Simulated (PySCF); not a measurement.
Compound: C6H14OSi.
Structure used (GFN2-xTB), in Å, numbered top down from 1:
```xyz
22
C6H14OSi angstrom
C     -3.9504    0.0756    0.1197
C     -2.4889   -0.3303   -0.0160
C     -1.5979    0.8695   -0.3220
O     -0.2735    0.5047   -0.5690
Si     0.8181   -0.1335    0.4416
C      2.3558   -0.1934   -0.6259
C      3.6071    0.5139   -0.1863
C      3.5389   -0.9736   -0.1317
H     -4.0693    0.8122    0.9109
H     -4.3148    0.5086   -0.8086
H     -4.5629   -0.7893    0.3597
H     -2.1395   -0.7925    0.9088
H     -2.3739   -1.0608   -0.8187
H     -1.9557    1.3804   -1.2232
H     -1.6350    1.5771    0.5157
H      0.4390   -1.4774    0.9052
H      0.9946    0.7050    1.6366
H      2.1960   -0.2217   -1.6970
H      4.2302    0.9717   -0.9410
H      3.5869    1.0594    0.7447
H      4.1194   -1.5421   -0.8432
H      3.4653   -1.4442    0.8373
```

Computed, not measured: PBE0/pcSseg-1 in PySCF (dipole) on a GFN2-xTB geometry, gas phase.

Masses are those of the commonest isotopes; rigid-rotor values at the optimised geometry. The values belong to one conformer with, in the numbering `[CH3:1][CH2:2][CH2:3][O:4][SiH2:5][CH:6]1[CH2:7][CH2:8]1`, C1–C2–C3–O4 -175°, C2–C3–O4–Si5 -67°, C3–O4–Si5–C6 -176°, O4–Si5–C6–C7 122°.

Problem. What are A, B and C (cm⁻¹)?

Solution. Ia = 74.36, Ib = 845.12, Ic = 867.71 u·Å²; 505379 MHz·u·Å²/I gives 6796, 598.0 and 582.4 MHz, that is A = 0.22670, B = 0.01995, C = 0.01943 cm⁻¹.

Problem. What kind of rotor is it?

Solution. A near-prolate asymmetric top; Ray's κ = -0.995.

Problem. Is it planar, by Δ = Ic − Ia − Ib?

Solution. Not planar: Δ = Ic − Ia − Ib = -51.77 u·Å². For a rigid frame Δ = −2 Σ m c², so Σ m c² = 25.88 u·Å² lies off the ab plane: 14.06 from hydrogen and 11.82 from heavier atoms. The atom farthest from that plane is 1.87 Å away.

Problem. Give the other two planar moments, Paa and Pbb, and the rms extents of the mass along the axes.

Solution. Paa = Σ m a² = (Ib + Ic − Ia)/2 = 819.23 and Pbb = Σ m b² = (Ia + Ic − Ib)/2 = 48.48 u·Å². With the mass M = 130.08 u, the rms extents √(P/M) along a, b and c are 2.51, 0.61, 0.45 Å.

Problem. Which lines would a microwave search look for?

Solution. The dipole components are |μa| = 0.69 D, |μb| = 0.12 D, |μc| = 0.16 D. The squared components, which scale the intensities, stand as 1.00 : 0.03 : 0.05 (a : b : c). Some lines, for components of 0.1 D or more:

```json
{"type": "a", "branch": "R", "J(Ka,Kc)": "1(0,1) ← 0(0,0)", "MHz": "1180", "lower level (cm⁻¹)": "0.000"}
{"type": "a", "branch": "R", "J(Ka,Kc)": "2(1,2) ← 1(1,1)", "MHz": "2345", "lower level (cm⁻¹)": "0.246"}
{"type": "a", "branch": "R", "J(Ka,Kc)": "3(0,3) ← 2(0,2)", "MHz": "3541", "lower level (cm⁻¹)": "0.118"}
{"type": "a", "branch": "R", "J(Ka,Kc)": "4(1,3) ← 3(1,2)", "MHz": "4753", "lower level (cm⁻¹)": "0.445"}
{"type": "b", "branch": "Q", "J(Ka,Kc)": "3(1,2) ← 3(0,3)", "MHz": "6253", "lower level (cm⁻¹)": "0.236"}
{"type": "c", "branch": "R", "J(Ka,Kc)": "3(1,2) ← 2(0,2)", "MHz": "9794", "lower level (cm⁻¹)": "0.118"}
{"type": "b", "branch": "Q", "J(Ka,Kc)": "3(2,1) ← 3(1,2)", "MHz": "18571", "lower level (cm⁻¹)": "0.445"}
{"type": "b", "branch": "Q", "J(Ka,Kc)": "2(2,0) ← 2(1,1)", "MHz": "18595", "lower level (cm⁻¹)": "0.326"}
{"type": "b", "branch": "Q", "J(Ka,Kc)": "2(2,1) ← 2(1,2)", "MHz": "18641", "lower level (cm⁻¹)": "0.324"}
{"type": "c", "branch": "R", "J(Ka,Kc)": "2(2,0) ← 1(1,0)", "MHz": "20971", "lower level (cm⁻¹)": "0.247"}
{"type": "b", "branch": "Q", "J(Ka,Kc)": "3(3,1) ← 3(2,2)", "MHz": "31030", "lower level (cm⁻¹)": "1.064"}
{"type": "c", "branch": "Q", "J(Ka,Kc)": "4(4,1) ← 4(3,1)", "MHz": "43442", "lower level (cm⁻¹)": "2.257"}
{"type": "b", "branch": "R", "J(Ka,Kc)": "4(4,0) ← 3(3,1)", "MHz": "48164", "lower level (cm⁻¹)": "2.099"}
```

Stationary, but not proved a minimum. Zero-point vibration and centrifugal distortion are left out. A rigid rotor knows nothing of internal rotation, which can split or shift real lines.

Hardware: Arm Neoverse V2, one thread, shared host. Cost: 30 s. This is the PBE0/pcSseg-1 job that gave the dipole, with the shieldings it also computed.
